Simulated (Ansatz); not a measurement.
Cartesian coordinates (Å):
```xyz
8

C      1.5370     0.0887     0.2054
C      0.2942    -0.1313    -0.1171
C     -0.9477    -0.3575    -0.4461
O     -2.0575     0.2377     0.1013
H      2.1296     0.8537    -0.2886
H      2.0374    -0.4852     0.9803
H     -1.2181    -1.0686    -1.2161
H     -1.7750     0.8625     0.7809
```
Charge 0, multiplicity 1.

Level of theory: Ansatz (a first-principles code) with frozen-core CCSD(T)/def2-TZVPP // B3LYP-D3(BJ)/def2-TZVP.

```
Quantity                       Result
----------------------  -------------
HF energy               -190.79535 Ha
MP2 correlation energy    -0.70932 Ha
```

### Question
Estimate the CCSD correlation energy, the (T) correction, the total energy and the T1 diagnostic.

### Answer

```yaml
CCSD correlation energy: -0.73295 Ha
"(T) correction": -0.03342 Ha
CCSD(T) total energy: -191.56173 Ha
T1 diagnostic: 0.013
```
